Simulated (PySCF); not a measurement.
## Ionisation energy of Mn²⁺ by level of theory

Mn²⁺ [Ar] 3d5 (6S) → Mn³⁺ [Ar] 3d4 (5D), as a difference of total energies. All numbers are calculated (PySCF 2.14, the non-relativistic Hamiltonian (point nucleus), in aug-cc-pwCVTZ (10s9p7d4f3g, 127 functions)). Correlated levels: valence: [Ar] frozen; valence and next inner shell: [Ne] frozen; nothing frozen. The calculations carry no spin-orbit coupling.

```json
{"method": "UHF", "ionisation energy (eV)": "32.580", "plus first-order spin-orbit estimate": "32.501", "difference from reference of that sum (eV)": "-1.167"}
{"method": "LDA", "ionisation energy (eV)": "34.652", "plus first-order spin-orbit estimate": "34.573", "difference from reference of that sum (eV)": "+0.905"}
{"method": "PBE", "ionisation energy (eV)": "34.260", "plus first-order spin-orbit estimate": "34.181", "difference from reference of that sum (eV)": "+0.513"}
{"method": "PBE0", "ionisation energy (eV)": "34.085", "plus first-order spin-orbit estimate": "34.006", "difference from reference of that sum (eV)": "+0.338"}
{"method": "r2SCAN", "ionisation energy (eV)": "34.105", "plus first-order spin-orbit estimate": "34.026", "difference from reference of that sum (eV)": "+0.358"}
{"method": "r2SCAN0", "ionisation energy (eV)": "33.994", "plus first-order spin-orbit estimate": "33.916", "difference from reference of that sum (eV)": "+0.248"}
{"method": "B97-3", "ionisation energy (eV)": "33.788", "plus first-order spin-orbit estimate": "33.709", "difference from reference of that sum (eV)": "+0.041"}
{"method": "M06-2X", "ionisation energy (eV)": "33.657", "plus first-order spin-orbit estimate": "33.578", "difference from reference of that sum (eV)": "-0.090"}
{"method": "MP2 (valence)", "ionisation energy (eV)": "33.455", "plus first-order spin-orbit estimate": "33.376", "difference from reference of that sum (eV)": "-0.292"}
{"method": "SCS-MP2 (valence)", "ionisation energy (eV)": "32.871", "plus first-order spin-orbit estimate": "32.793", "difference from reference of that sum (eV)": "-0.875"}
{"method": "MP2 (valence and next inner shell)", "ionisation energy (eV)": "34.096", "plus first-order spin-orbit estimate": "34.018", "difference from reference of that sum (eV)": "+0.350"}
{"method": "SCS-MP2 (valence and next inner shell)", "ionisation energy (eV)": "33.538", "plus first-order spin-orbit estimate": "33.459", "difference from reference of that sum (eV)": "-0.209"}
{"method": "MP2 (all electrons)", "ionisation energy (eV)": "34.127", "plus first-order spin-orbit estimate": "34.048", "difference from reference of that sum (eV)": "+0.380"}
{"method": "SCS-MP2 (all electrons)", "ionisation energy (eV)": "33.559", "plus first-order spin-orbit estimate": "33.480", "difference from reference of that sum (eV)": "-0.188"}
```

Reference: 33.668 ± 0.012 eV (measured; NIST Atomic Spectra Database, ionization energies).

A first-order spin-orbit estimate (lowest level to lowest level, LS coupling) adds -0.079 eV.

These non-relativistic numbers lack the scalar-relativistic shift.

Errors of the correlated levels include the incompleteness of this basis and the frozen core.
